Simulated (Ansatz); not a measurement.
System: C$_{5}$H$_{6}$, charge 0, singlet. C5H6 (2-methylbut-1-en-3-yne, SMILES C#CC(=C)C).
B3LYP-D3(BJ)/def2-TZVP minimum from Ansatz (a first-principles code):
```xyz
11

C      2.0856    -0.4737     0.5095
C      0.9661    -0.1410     0.2221
C     -0.3803     0.1948    -0.1121
C     -0.7237     1.4527    -0.4049
C     -1.3655    -0.9454    -0.1112
H      3.0790    -0.7521     0.7615
H      0.0035     2.2525    -0.3982
H     -1.7455     1.7038    -0.6579
H     -1.0607    -1.7162    -0.8223
H     -1.4067    -1.4159     0.8734
H     -2.3627    -0.5964    -0.3765
```
Charge 0, spin multiplicity 1.

Total energies in hartree (Ansatz). Open shells are spin-unrestricted; no spin-orbit coupling. Cores are frozen in correlated methods. No relativity. Where a partner has so few electrons that a lower coupled-cluster level is exact, that level stands in. The restricted determinant of C5H6 (C#CC(=C)C, singlet) is unstable towards broken spin symmetry in at least one set run.

```csv
species,HF/cc-pVTZ,CCSD(T)/cc-pVTZ,HF/cc-pVQZ,CCSD(T)/cc-pVQZ,CCSD(T)/cc-pVDZ,CCSDT(Q)/cc-pVDZ
"1: C5H6 (2-methylbut-1-en-3-yne, SMILES C#CC(=C)C)",-192.81623,-193.68846,-192.82842,-193.74369,-193.49303,-193.49611
2: C (triplet),-37.69157,-37.78076,-37.69331,-37.78654,-37.76038,-37.76071
3: H (doublet),-0.49981,-0.49981,-0.49995,-0.49995,-0.49928,-0.49928
```

Task: Work out the atomisation energy (electronic, to ground-state atoms) in kcal/mol: take Hartree-Fock from cc-pVQZ, extrapolate the CCSD(T) correlation energy as X^-3 (X = 3, 4), and add CCSDT(Q) - CCSD(T) in cc-pVDZ. 1 hartree = 627.51 kcal/mol.

Result: 
Species 1: correlation (64·(-0.91527) - 27·(-0.87223))/37 = -0.94668; step -0.00308; E1 = -192.82842 + (-0.94668) + (-0.00308) = -193.77818
Species 2: correlation (64·(-0.09323) - 27·(-0.08919))/37 = -0.09618; step -0.00033; E2 = -37.69331 + (-0.09618) + (-0.00033) = -37.78982
Species 3: correlation (64·(0.00000) - 27·(0.00000))/37 = 0.00000; step +0.00000; E3 = -0.49995 + (0.00000) + (+0.00000) = -0.49995
-1·E1 +5·E2 +6·E3 = 1.82938 hartree = 1148.0 kcal/mol.
